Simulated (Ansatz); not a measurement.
Consider the substitution at a C–C bond: `CC/C=C(\C)CC` + `CCSS` → `CCSSCC` + `C/C=C\CC`.

Computed with Ansatz on PBE0-D4/def2-TZVP structures; ΔE is electronic, products minus reactants. CCSD(T)/CBS adds triple-zeta CCSD(T) − MP2 to the extrapolated MP2 energy (def2 sets, frozen cores). Double bonds are as drawn, so ΔE can hold a change between cis and trans. DFT in def2-TZVPP. One conformer a species, not always the lowest.

`CC/C=C(\C)CC`:

Cartesian coordinates in Å:
```
C -0.520 -2.044 2.057
C -1.175 -1.593 0.755
C -0.193 -0.972 -0.182
C -0.140 0.287 -0.619
C -1.126 1.352 -0.253
C 0.962 0.720 -1.545
C 1.904 1.757 -0.941
H 0.299 -2.742 1.863
H -1.238 -2.546 2.711
H -0.104 -1.191 2.598
H -1.996 -0.909 0.977
H -1.628 -2.466 0.268
H 0.592 -1.646 -0.526
H -0.644 2.160 0.307
H -1.950 0.979 0.353
H -1.548 1.808 -1.155
H 1.538 -0.159 -1.849
H 0.519 1.135 -2.460
H 1.382 2.684 -0.692
H 2.703 2.010 -1.641
H 2.363 1.375 -0.026
```

`CCSS`:

```xyz
10

C     0.155    1.051   -0.337
C     0.811   -0.057    0.454
S     0.359   -1.728   -0.084
S    -1.609   -1.870    0.425
H     0.494    2.028    0.018
H     0.391    0.970   -1.400
H    -0.931    1.015   -0.223
H     1.899   -0.044    0.331
H     0.600    0.027    1.521
H    -2.168   -1.393   -0.705
```

`CCSSCC`:

Cartesian coordinates in Å:
```
C 1.588 -2.067 1.082
C 0.184 -1.794 0.591
S -0.577 -0.311 1.311
S 0.571 1.207 0.606
C -0.183 1.604 -0.997
C -1.588 2.153 -0.899
H 1.989 -2.969 0.612
H 2.249 -1.234 0.835
H 1.603 -2.205 2.165
H 0.146 -1.709 -0.498
H -0.504 -2.596 0.876
H -0.139 0.715 -1.631
H 0.506 2.339 -1.425
H -1.609 3.071 -0.310
H -1.985 2.371 -1.895
H -2.250 1.427 -0.423
```

`C/C=C\CC`:

```xyz
15

C     1.097    1.524    1.105
C    -0.232    0.863    1.243
C    -0.860    0.108    0.346
C    -0.388   -0.284   -1.015
C    -0.240   -1.795   -1.159
H     1.002    2.611    1.195
H     1.773    1.205    1.905
H     1.581    1.310    0.152
H    -0.735    1.030    2.193
H    -1.831   -0.298    0.628
H     0.559    0.204   -1.255
H    -1.113    0.074   -1.757
H    -1.182   -2.304   -0.939
H     0.057   -2.069   -2.174
H     0.512   -2.180   -0.468
```

```csv
level,ΔE (kJ/mol)
r2SCANh,0.0
BHLYP,2.2
RPA@PBE/def2-TZVPP,7.2
MP2/CBS(def2),-0.2
```

(1) What does CCSD(T)/CBS give? (Estimate.)

Largest T1 diagnostic among the species: 0.011.

## Answers

(1) Ansatz gave: +1.7 kJ/mol. The listed levels differ from it by -1.7, 0.5, 5.5, -1.9 kJ/mol.

Leaving LDA and LC-ωPBE aside and taking each functional with its dispersion term where it has one, the values, not all of them listed here, spread over 6.4 kJ/mol, from BLYP-D4 to B97M-V. LDA lies +7.1 kJ/mol from PBE without D4. From BLYP to BHLYP (50 % exact exchange), in def2-TZVPP and without D4, ΔE moves by +6.2 kJ/mol. At CCSD(T), def2-SVP lies +9.9 kJ/mol from the extrapolated value and def2-TZVPP +3.4 kJ/mol.

CCSD(T)/CBS has its own doubt, a few kJ/mol and more with outer-core shells, so smaller differences from it don't rank the levels.
